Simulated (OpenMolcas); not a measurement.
A run on Co2+ among 4 point charges of -2.5 e arranged as a square (D4h), 2.04 Å from the ion.

```yaml
Program: OpenMolcas 26.06
Method: "SS-CASPT2, IPEA 0.25 Eh, imaginary shift 0.1 Eh (closed shells correlated: 3s 3p)"
Basis: ANO-RCC-VDZP [5s4p2d1f]
Scalar_Hamiltonian: DKH2, point nucleus
Active_space: 7 electrons in 5 orbitals (3d)
State_averaging: 2S+1 = 4 even, 10 roots; 2S+1 = 2 even, 40 roots
Spin-orbit_coupling: RASSI with atomic mean-field integrals over the reference wave functions
```

First CASPT2 step and the start of its output:

```
&CASPT2
Multistate=10 1 2 3 4 5 6 7 8 9 10
NoMult
Frozen=2 3
IPEA=0.25
Imaginary=0.1
MaxIter=60
WThr=0.0 0.3 0.05
PrWF=0.5
NoMix
```

```
--- CASPT2 ---
Orbital specifications:
      -----------------------

      Symmetry species                           1   2
                                                ag  au
      Frozen orbitals                            2   3
      Inactive orbitals                          1   3
      Active orbitals                            5   0
      Secondary orbitals                         7  13
      Deleted orbitals                           0   0
      Number of basis functions                 15  19
Type of calculation                        SS-CASPT2
      Fock operator                              state-specific
      IPEA shift                                 0.25
      Real shift                                 0.00
      Imaginary shift                            0.10
      The input orbitals will be transformed to quasi-canonical
Reference energy:       -1396.3584625735
      E2 (Non-variational):      -0.3833986837
      Shift correction:          -0.0029283593
      E2 (Variational):          -0.3863270430
      Total energy:           -1396.7447896165
      Residual norm:              0.0000001748
      Reference weight:           0.87810
      Contributions to the CASPT2 correlation energy
      Active & Virtual Only:         -0.1603117113
      One Inactive Excited:          -0.1564678597
      Two Inactive Excited:          -0.0666191127
Reference energy:       -1396.3172360868
      E2 (Non-variational):      -0.4583446359
      Shift correction:          -0.0067319179
      E2 (Variational):          -0.4650765537
      Total energy:           -1396.7823126405
      Residual norm:              0.0000007566
      Reference weight:           0.79342
      Contributions to the CASPT2 correlation energy
      Active & Virtual Only:         -0.2229055848
...
```

Over all roots the printed reference weights run from 0.01 to 0.92, and roots that are degenerate in the reference spread by up to 0.1 cm-1.

Did the run give usable levels, and if not, why?

No. The equations converged, but the reference weight falls to 0.01 for at least one root against 0.92 for the best. A drop of that size marks an intruder state, so the energies of such roots and the levels built on them can't be trusted.
